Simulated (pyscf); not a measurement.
Optimised with ωB97X-D3(BJ)/def2-SVP in PySCF. Correlated levels are frozen-core, on RHF or UHF. ΔMP2 is the change of the MP2 total energy from the triple- to the quadruple-zeta basis.

### Question
InH [singlet] + •H₂C–Cl → [Cl–CH₂–InH]•
Surface: doublet. Broken: none. Formed: C–In. Give ΔE‡ and ΔE from CCSD(T)/def2-TZVPP + ΔMP2(QZVPP), relative to the separated reactants.

### Answer
ΔE‡ = -4.1 kcal/mol, ΔE = -24.5 kcal/mol. Zero-point energy shifts the barrier by +1.4 kcal/mol. It is an addition, with an imaginary mode of 48i cm⁻¹. On the reactant side the descent ends in a complex, 6.8 kcal/mol under the separated species and 0.3 kcal/mol under the saddle at ωB97X-D3(BJ)/def2-TZVP. At CCSD(T) the saddle lies under the separated reactants, which points to a path from their complex (located at ωB97X-D3(BJ) alone). At ωB97X-D3(BJ) the barrier from the zero used here is -6.5 kcal/mol. [Cl–CH₂–InH]• lies 52.6 kcal/mol over its isomer [H₃C–In–Cl]• (electronic energy, ωB97M-D3(BJ)). This is the saddle that the search found; another between the same sides may lie lower. The CCSD(T) − MP2 part came from Ansatz, without density fitting, on the same reference. The frozen core leaves the outer d or s,p core shells of the metals and heavy elements correlated in the MP2 and CC values, and def2-TZVPP describes them poorly, which can shift differences by a few kcal/mol. Elements past Kr carry the def2 core potentials, without spin-orbit coupling.
